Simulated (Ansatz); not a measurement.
Several settings on one geometry of [Ga(OMe)H3]- (CH6GaO⁻) (that of the charge -1 singlet, PBE0-D4/def2-TZVPD). Ansatz on 4 threads of Arm Neoverse V2 on a shared host; times are rough.

| atom | x (Å) | y (Å) | z (Å) |
| --- | --- | --- | --- |
| Ga1 | -0.2438 | 0.5384 | -1.2788 |
| O2 | 0.9376 | 0.0289 | 0.1122 |
| C3 | 0.3592 | -0.5093 | 1.2363 |
| H4 | -0.2464 | -1.4152 | 1.0284 |
| H5 | -0.3177 | 0.1945 | 1.7629 |
| H6 | 1.1316 | -0.8090 | 1.9685 |
| H7 | 0.6933 | 1.0958 | -2.4643 |
| H8 | -1.2385 | 1.6695 | -0.6700 |
| H9 | -1.0753 | -0.7937 | -1.6952 |

Totals from different functionals, basis sets or treatments of relativity can't be compared as stabilities.

**Question.** Give the basis size and estimate the energy, ⟨S²⟩ and time of these runs.

| run | method | charge | state | further keys |
| --- | --- | --- | --- | --- |
| 1 | RKS ωB97X-V/def2-TZVP | -1 | singlet | – |
| 2 | RKS r2SCAN50-D3(BJ)-ATM/def2-SVP | -1 | singlet | fitting: {mean_field: def2-universal-jkfit}; scf: {omitted_lower_state_checks: [starts]} |
| 3 | RKS revPBE/pcseg-2 | -1 | singlet | nuclear_model: gaussian; scf: {omitted_lower_state_checks: [starts]} |

**Answer.** 
| run | functions | energy (Eh) | ⟨S²⟩ | wall time |
| --- | --- | --- | --- | --- |
| 1 | 146 | -2041.6611 | – | 3.6 s |
| 2 | 90 | -2041.3370 | – | 1.4 s |
| 3 | 187 | -2041.7334 | – | 1.2 s |

The highest occupied level of an anion often lies above zero with these methods, and sets without diffuse functions describe the outer electron poorly.
